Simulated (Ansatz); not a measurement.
```yaml
crystal:
  periodic: [false, false, false]
  atoms:
    - {symbol: C, position_ang: [1.745577, 0.480188, 2.563707]}
    - {symbol: C, position_ang: [0.994922, 0.390262, 1.334679]}
    - {symbol: N, position_ang: [0.402920, 0.322655, 0.361429]}
    - {symbol: B, position_ang: [-0.467320, 0.236222, -1.088688]}
    - {symbol: C, position_ang: [0.091321, -1.085112, -1.802751]}
    - {symbol: C, position_ang: [-2.001586, 0.232227, -0.626384]}
    - {symbol: F, position_ang: [-0.078453, 1.417998, -1.720070]}
    - {symbol: H, position_ang: [1.066231, 0.436700, 3.416270]}
    - {symbol: H, position_ang: [2.455488, -0.345964, 2.625152]}
    - {symbol: H, position_ang: [2.291348, 1.424693, 2.587811]}
    - {symbol: H, position_ang: [-0.425107, -1.210669, -2.759986]}
    - {symbol: H, position_ang: [-0.086381, -1.995545, -1.221762]}
    - {symbol: H, position_ang: [1.162275, -1.022664, -2.020708]}
    - {symbol: H, position_ang: [-2.635534, 0.180940, -1.517588]}
    - {symbol: H, position_ang: [-2.278781, 1.143200, -0.086370]}
    - {symbol: H, position_ang: [-2.259819, -0.627731, -0.000441]}
basis:
  gaussian: {orbitals: cc-pVTZ-PP}
total_charge: 1
magnetization: {spin_polarized: true, initial_magnetization: 1}
hamiltonian: {xc: {name: BHLYP}}
output: {forces: true}
```

```sh
$ ansatz run in.yaml --threads 8 --pin off --events-out ev --progress --plain --max-ram 18278MiB
```

**Question.** How does Ansatz answer? (Best estimate.)

**Answer.** Computed: The input was rejected before any iteration.
```
Functional definition: BHLYP
Error: <dir> the basis set cc-pVTZ-PP has no functions for C
```
